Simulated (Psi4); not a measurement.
Psi4 was given this input:
```
memory 2 GB

molecule {
0 1
O     0.49815352    0.07810859    1.46212779
P     0.07752331   -0.00157246   -0.06686975
O     1.18641115   -0.02406474   -1.02336976
O    -0.88182602   -1.26617612   -0.10609644
O    -0.93128809    1.21473972   -0.22177793
H     1.27151994    0.63131386    1.54988943
H    -0.36653792   -2.04970152   -0.28609618
H    -1.03943620    1.42111488   -1.14781631
}

set {
  basis cc-pvdz
  freeze_core true
}

energy('mp2')
print_variables()
```

**Question.** What does this run give for the total energy, number of basis functions, MP2 correlation energy, nuclear repulsion energy?

**Answer.** 
```json
{
  "total_energy": "-642.899495 Ha",
  "number_of_basis_functions": "89",
  "MP2 correlation energy": "-0.8559 Eh",
  "nuclear_repulsion_energy": "281.6532 Eh"
}
```
